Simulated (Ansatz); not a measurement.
BH7NSi2 (`BN([SiH2])[SiH3]`) radical from Hartree–Fock to CCSD(T)

```json
{"atom": "B1", "x (Å)": "-0.325", "y (Å)": "1.592", "z (Å)": "-0.147"}
{"atom": "N2", "x (Å)": "0.073", "y (Å)": "0.237", "z (Å)": "-0.154"}
{"atom": "Si3", "x (Å)": "1.725", "y (Å)": "-0.169", "z (Å)": "-0.578"}
{"atom": "Si4", "x (Å)": "-1.060", "y (Å)": "-1.051", "z (Å)": "0.229"}
{"atom": "H5", "x (Å)": "0.477", "y (Å)": "2.441", "z (Å)": "-0.419"}
{"atom": "H6", "x (Å)": "-1.454", "y (Å)": "1.883", "z (Å)": "0.130"}
{"atom": "H7", "x (Å)": "2.016", "y (Å)": "-1.527", "z (Å)": "-0.032"}
{"atom": "H8", "x (Å)": "2.656", "y (Å)": "0.846", "z (Å)": "-0.017"}
{"atom": "H9", "x (Å)": "-0.868", "y (Å)": "-2.158", "z (Å)": "-0.744"}
{"atom": "H10", "x (Å)": "-2.440", "y (Å)": "-0.521", "z (Å)": "0.138"}
{"atom": "H11", "x (Å)": "-0.799", "y (Å)": "-1.574", "z (Å)": "1.594"}
```

The species carries charge 0 and has multiplicity 2. Geometry: relaxed with PBE0-D4/def2-TZVP. Frozen core, unrestricted reference, Ansatz. CBS rows extrapolate triple and quadruple zeta; past MP2 they add the triple-zeta difference.

| basis | HF (Eh) | MP2 corr. |
| --- | --- | --- |
| def2-SVP | -660.85522 | -0.43651 |
| def2-TZVPP | -661.15828 | -0.54200 |
| def2-QZVPP | -661.18096 | -0.57984 |

Q: Estimate the CCSD correlation energy and the (T) correction in each basis where they were run (hartree).

A: 
| basis | CCSD corr. | (T) |
| --- | --- | --- |
| def2-SVP | -0.49565 | -0.01410 |
| def2-TZVPP | -0.59690 | -0.02247 |
| CBS(def2) | -0.66277 | as TZ |
